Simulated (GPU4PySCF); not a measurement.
Computed shifts of a molecule C12H10O2S, PBE0/pcSseg-1 run with GPU4PySCF, GIAO, gas phase, atoms alike by connectivity averaged where their shifts nearly agree, in ppm (number of nuclei): ¹³C: 150.4 (2), 138.1 (2), 134.3 (4), 134.0 (4). ¹H: 8.19 (4), 7.64 (2), 7.64 (4). References: ¹⁷O against H2O (σ = 334.2 ppm); ³³S against H2S (σ = 716.7 ppm); ¹³C against TMS (σ = 186.3 ppm); ¹H against TMS (σ = 31.56 ppm), references at their B3LYP-D3(BJ)/def2-TZVP geometries, non-relativistic (references run with PySCF on processors). Coordinates come from a PBE0-D3(BJ)/def2-TZVP optimisation. Other conformers were not sampled.

Q: Which molecule gave these data?
(A) O=S(=O)(c1ccccc1)c1ccccc1
(B) COC(=O)c1ccc2cccc(S)c2c1
(C) COC(=O)c1sccc1-c1ccccc1
(D) COC(=O)c1csc(-c2ccccc2)c1

A: A, O=S(=O)(c1ccccc1)c1ccccc1
